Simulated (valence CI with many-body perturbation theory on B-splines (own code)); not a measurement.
Ladder of approximations for Sb11+

Computed by relativistic CI+MBPT: four valence electrons over a frozen Dirac-Fock core [Kr], a basis of 9 s, 9 p, 10 d, 8 f, 5 g, 3 h, 1 i functions for each j, with the one-electron correlation potential Σ1, the two-electron term Σ2, the three-electron term Σ3, Breit, model QED; selected CI, second order for the rest, scaled by the run's own slope (own B-spline code, finite nucleus).

No measured levels were compared; by estimate terms of the open shell hold to 2 to 4 % of their energy, and close levels can change places. Core correlation moves these levels by up to 6300 cm⁻¹, and in measured spectra 5 to 20 % of such shifts remained as error; rates that hang on mixing are uncertain with them. The list stops below the first excitations out of the core. Only levels of the ground parity were solved; by the run's estimate the other parity begins above the list, which can be wrong where configurations are misplaced.

Each rung adds one term. CI alone is the Dirac-Coulomb CI over the frozen core; QED comes last and gives the full result, which names the levels. Energies are above 4d4 5D_0 on the same rung, in cm⁻¹.

Names give the largest LS component (configuration and term), which can be under half, so a name can repeat, a term be missing and a line seem to break the LS rules; names also repeat where a configuration has a term twice. Letters in brackets count levels of one name in rising energy.

```tsv
Level	CI alone	+ Σ1	+ Σ2	+ Σ3	+ Breit	Full
4d4 5D_1	3831	4002	4003	4125	3882	3905
4d4 5D_2	8094	8396	8422	8571	8132	8172
4d4 5D_3	12125	12513	12558	12682	12101	12151
4d4 5D_4	15766	16197	16248	16307	15633	15688
4d4 3P_0 [a]	28773	29024	30061	29355	29105	29132
4d4 3H_4	34105	34420	31806	31087	30713	30741
4d4 3G_3	39849	40233	38446	37453	37044	37080
4d4 3H_5	40843	41347	38299	37684	37035	37085
4d4 3P_1 [a]	38532	38978	39846	39296	38787	38837
4d4 3F_2 [a]	40760	41142	40495	39685	39268	39306
4d4 3H_6	44424	44995	41648	41067	40276	40332
4d4 3G_4 [a]	46393	47019	45242	44461	43705	43770
4d4 3G_4 [b]	50450	51017	49129	47923	47189	47250
4d4 3P_2 [a]	48544	49110	48854	47882	47250	47307
4d4 3F_3 [a]	51705	52361	50793	49853	49091	49161
4d4 3D_3	55931	56457	54526	52949	52318	52374
4d4 3G_5	56701	57490	55059	54077	53033	53120
4d4 3P_2 [b]	57964	58574	58503	57495	56686	56762
4d4 1I_6	62364	63156	58953	58082	57052	57134
4d4 3D_1	61037	61717	60288	58694	57909	57986
4d4 1G_4 [a]	68513	69409	67716	66137	65085	65181
4d4 1S_0 [a]	69135	69863	71110	68480	67599	67684
4d4 1D_2 [a]	71916	72665	71530	70410	69618	69694
4d4 1F_3	77435	78159	75506	73797	72974	73048
4d4 3P_2 [c]	84002	84625	83773	81844	81168	81233
4d4 3F_4	87349	88058	87190	85248	84401	84479
4d4 3F_2 [b]	90265	91094	89271	87429	86511	86599
4d4 3F_3 [b]	91781	92614	90877	88903	87991	88078
4d4 3P_1 [b]	92702	93509	92319	90338	89495	89581
4d4 3P_0 [b]	97116	98002	96852	94643	93722	93816
4d4 1G_4 [b]	100610	101440	98721	96493	95591	95672
```

**Question.** How does the ionisation energy move along the ladder, and which term matters most?

**Answer.** CI alone 236.05, + Σ1 238.03, + Σ2 239.69, + Σ3 239.73, + Breit 239.68, + QED 239.70 eV. The largest step is Σ1, 1.97 eV. NIST lists 238 ± 2.5 eV (theoretical).
